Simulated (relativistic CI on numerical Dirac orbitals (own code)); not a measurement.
Ti4+ in a cubic cluster: L2,3 absorption with charge transfer

Computed with a charge-transfer multiplet model of a cubic metal-ligand cluster with up to 2 ligand holes, Slater and spin-orbit integrals from Dirac-Coulomb-Breit ions, Slater integrals scaled by 0.7. The ground state mixes d0 with configurations of k ligand holes L, whose averages lie at kΔ + k(k − 1)U_dd/2; a core hole lowers each added d electron by U_cd. 300 K, Lorentzian 0.4 eV and Gaussian 0.3 eV FWHM.

Atomic integrals in eV (Slater integrals scaled, ζ unscaled), ground: F2dd 5.756, F4dd 3.579, zeta_d 0.013; with the core hole: F2dd 5.756, F4dd 3.579, zeta_d 0.032, zeta_core 3.741, F2cd 4.433, G1cd 3.312, G3cd 1.881. Where a configuration has fewer than two d electrons, the dd integrals are those of d2.

Cluster parameters (eV): Δ = 2.7, U_cd = 4.9, 10Dq = 0.4, 10Dq(ligand) = 1.4, V(eg) = 1.45, V(t2g) = -0.71, final-state hopping factor = 1.

```
         Case   n_d    d0   d1L  d2L2     S
U_dd = 3.4 eV  0.56  0.51  0.43  0.07  0.00
U_dd = 4.1 eV  0.54  0.52  0.42  0.06  0.00
U_dd = 4.8 eV  0.53  0.53  0.42  0.05  0.00
```

Weights, n_d and S are thermal averages at 300 K. Photon energies count from the first peak over 30 % of the highest in each spectrum, which can be another peak from case to case. The parameters are a model scan and need not match a compound or its usual spin state. Peaks in eV (height, largest 100):
- U_dd = 3.4 eV: -1.5 (9), 0.0 (72), 1.2 (14), 2.9 (7), 4.3 (21), 5.4 (100), 11.1 (5)
- U_dd = 4.1 eV: -1.5 (7), 0.0 (72), 1.6 (9), 4.2 (16), 5.5 (100)
- U_dd = 4.8 eV: -1.5 (6), 0.0 (74), 2.0 (7), 4.2 (14), 5.4 (100)

A d0 ion has no d-d gap: its lowest excitations are ligand-to-metal charge transfer. With the core hole the configuration with one ligand hole lies at Δ + U_dd − U_cd = 1.2, 1.9, 2.6 eV from the one without, in the order of the table; where this is negative the screened configuration lies lower, though the effective hopping of about 3.2 eV (from the holes of the mixed ground state) mixes the two strongly wherever it is as large as the gap.
